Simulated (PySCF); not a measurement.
Magnetic susceptibility: `[H][As@OH22+]([H])([H])[GaH2-][S]CSC`, C₂H₁₀AsGaS₂

Cartesian coordinates in Å; atom numbers follow the order of the lines, from 1:
```xyz
16

C     2.5537   -0.5028    1.0754
S     2.0080   -0.5895   -0.6521
C     1.4866    1.1384   -0.8799
S    -0.0678    1.5112    0.0123
Ga   -0.5330   -0.7088    0.0045
As   -3.3468   -0.1781    0.6360
H     2.7170   -1.5243    1.4097
H     1.7775   -0.0286    1.6828
H     3.4808    0.0614    1.1219
H     2.2746    1.8012   -0.5261
H     1.3370    1.2773   -1.9496
H    -1.0893   -1.3461   -1.3028
H    -0.3435   -1.5653    1.2875
H    -3.4946    1.2836    0.3899
H    -4.1968   -0.4661   -0.5567
H    -4.5710   -0.1543    1.5032
```

The calculation used GIAO HCTH407/6-31G magnetisability, rotational g tensor and spin-rotation constants, non-relativistic, gas phase in PySCF. Geometry: GFN2-xTB.

The calculation is non-relativistic, which matters for the atoms heavier than Zn.

Question: How diamagnetic is it, and how anisotropic?

Answer: Isotropic -1955 × 10⁻³⁰ J/T², or -117.8 × 10⁻⁶ cm³/mol; principal values -2117, -2006, -1743 × 10⁻³⁰ J/T², anisotropy 332 × 10⁻³⁰ J/T² (root of half the summed squared differences of the principal values). The susceptibility is in cgs units.

Question: Split it along the inertial axes a, b, c into diamagnetic and paramagnetic parts about the centre of mass, with the quadrupole moment.

Answer: 
```tsv
axis	χ (10⁻⁶ cm³/mol)	diamagnetic (10⁻⁶ cm³/mol)	paramagnetic (10⁻⁶ cm³/mol)	summed x² of all electrons (Å²)	quadrupole Θ (D Å)
a	-125.2	-634.5	509.3	555.6	+18.55
b	-120.9	-2571.5	2450.6	99.1	-12.27
c	-107.1	-2777.5	2670.3	50.5	-6.28
```
Anisotropies 2χaa − χbb − χcc = -22.4 and 2χbb − χaa − χcc = -9.4 × 10⁻⁶ cm³/mol. Θ is traceless in Buckingham's convention.

Question: And the rotational g tensor?

Answer: 
| axis | rotational constant (GHz) | g | nuclear part | electronic part |
| --- | --- | --- | --- | --- |
| a | 2.4804 | -0.0187 | 0.5748 | -0.5935 |
| b | 0.4513 | -0.0005 | 0.5191 | -0.5196 |
| c | 0.4143 | -0.0038 | 0.5160 | -0.5198 |

Asymmetric top; isotopes 75As, 12C, 69Ga, 1H, 32S; no vibrational averaging.
